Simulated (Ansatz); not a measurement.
Input file for Ansatz (a first-principles code): U-wB97X-V/def2-TZVPP on PH (SMILES [PH]), 2S+1 = 1, a spin state set in the input, which need not be the lowest, at the other state's geometry.

Ansatz 0.2 input:
```yaml
crystal:
  periodic: [false, false, false]
  atoms:
    - {symbol: P, position_ang: [-0.00000000, -0.00000000, -0.08928300]}
    - {symbol: H, position_ang: [0.00000000, 0.00000000, 1.33924506]}
basis:
  gaussian:
    orbitals: def2-TZVPP
hamiltonian:
  xc: {name: wB97X-V}
magnetization: {spin_polarized: true, initial_magnetization: 0}
```

The head of its log:

```
Functional definition: wB97X-V
[...]
integrals: 0.01 GiB planned
351 factors; their error is unknown
integrals: 0.04 GiB planned
66 factors; integrals over basis functions are off by at most 1.2e-4 eV
mean field: 0.17 GiB planned
mean field evaluation 1: about -9300.1141 eV, gradient 4.0e0 eV
mean field evaluation 2: about -9300.2077 eV, gradient 7.4e-1 eV
```

Task: Predict the final total energy.

Result: -341.8131 hartree. Its determinant has ⟨S²⟩ = 1.01, a mixture of spin states.
